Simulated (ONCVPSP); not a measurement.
## Li (Z = 3): one change to an ONCV potential, before and after

```
Element                 : lithium (Li)
Generator               : ONCVPSP 4.0.1
Type                    : optimised norm-conserving Vanderbilt (ONCV)
Functional              : PBEsol
Relativity              : scalar-relativistic
Frozen core             : [He]
Valence charge          : 1
Reference configuration : 2p1
Partial waves           : s scattering state at 0.32 Ha: rc 3.05 bohr, ncon 4, nbas 9, qcut 2 1/bohr, 2 projectors, debl 1.7 Ha; 2p: rc 4.00 bohr, ncon 3, nbas 7, qcut 2.1 1/bohr, 2 projectors, debl 3 Ha; d scattering state at 0.18 Ha: rc 3.10 bohr, ncon 5, nbas 9, qcut 3.5 1/bohr, 3 projectors, debl 1.8 Ha
Local potential         : polynomial inside 2.15 bohr (lpopt 5, dvloc0 2 Ha)
Core correction         : Teter function, fcfact 3.25, rcfact 1.55
```

In the s channel the program set the typed energies aside and used 0.050, 1.750 Ha.

All-electron outer shells of the reference configuration (PBEsol, scalar-relativistic, ld1.x):

```
shell  level (eV)  outermost node (bohr)  outermost maximum (bohr)
   1s      -52.92                      –                      0.36
   2p       -1.54                      –                      3.96
```

Change: p: rc 5.28.

Cutoffs: the cutoffs (Ha) at which the residual kinetic energy of the hardest occupied pseudo-wave falls to 1 and 0.1 mHa per electron; they do not see the model core or the augmentation charge, which bear on the density cutoff. Errors are all-electron minus pseudo energies relative to the spin-unpolarised reference configuration.

How do hardness, ghosts and transferability respond?

The potential gets softer (1.4 Ha and 2.1 Ha → 1.1 Ha and 1.5 Ha); neither file shows a bound ghost. A larger radius leaves more room for a smooth pseudo-wave, so fewer plane waves are needed.

| quantity | base | changed |
| --- | --- | --- |
| cutoff, loose | 1.4 Ha | 1.1 Ha |
| cutoff, tight | 2.1 Ha | 1.5 Ha |
| bound ghosts | none | none |
| GHOST(+) flags under 300 eV | p at 88.4 eV, s at 112.9 eV | p at 87.0 eV, s at 112.9 eV |
| error for 2s1 2p0, meV [ΔE -1.76 eV] | +5.3 | -0.2 |
| error for 2s0.5 2p0, meV [ΔE 0.25 eV] | +15 | +19 |
| s: phases at 3.09 bohr within 0.05 rad from the reference energy up to (Ha; the scan ends near 5) | 0.9 | 0.9 |
| d: phases at 3.14 bohr within 0.05 rad from the reference energy up to (Ha; the scan ends near 5) | to the end of the scan | to the end of the scan |
| rms error of d²Exc/dni dnj with the model core, mHa | 0.97 | 0.82 |

Base: The cutoffs count occupied waves only; projector 2 of the s channel, the hardest unoccupied one, needs 25 Ha at the loose tolerance. Changed file: The cutoffs count occupied waves only; projector 2 of the s channel, the hardest unoccupied one, needs 25 Ha at the loose tolerance.
